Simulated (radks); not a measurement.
Values are calculated unless marked as measured or tabulated.
All-electron atom: Li II in 1s1 2s1 (not the ground configuration). Code: a radial shooting solver on a logarithmic mesh with Libxc functionals. Model: scalar-relativistic Kohn-Sham, Wu-Cohen GGA, spin-polarised, spherical densities, finite nucleus; open shells are filled with parallel spins first; Fermi nuclear charge, rms radius 2.444 fm.

Normalised radial functions P(r) = r R(r), r in bohr:

```
   r/bohr * 2s up (the largest magnitude, 0.667, reaches the edge; | marks zero)
  0.03035                             |  *
  0.03706                             |   *
  0.04491                             |   *
  0.05485                             |    *
  0.06646                             |     *
  0.08118                             |      *
  0.09915                             |       *
   0.1201                             |        *
   0.1467                             |         *
   0.1792                             |          *
   0.2172                             |           *
   0.2652                             |           *
    0.324                             |           *
   0.3925                             |          *
   0.4794                             |       *
   0.5809                             |    *
   0.7096                             *
   0.8667                       *     |
     1.05                 *           |
    1.283          *                  |
    1.567     *                       |
    1.898  *                          |
    2.318  *                          |
    2.832      *                      |
    3.431           *                 |
    4.191                  *          |
    5.078                       *     |
    6.202                          *  |
    7.575                            *|
```

2s up: eigenvalue -13.168 eV, 1 radial node at r = 0.703 bohr, <r> = 2.47 bohr, 90 % of the charge inside 3.78 bohr.
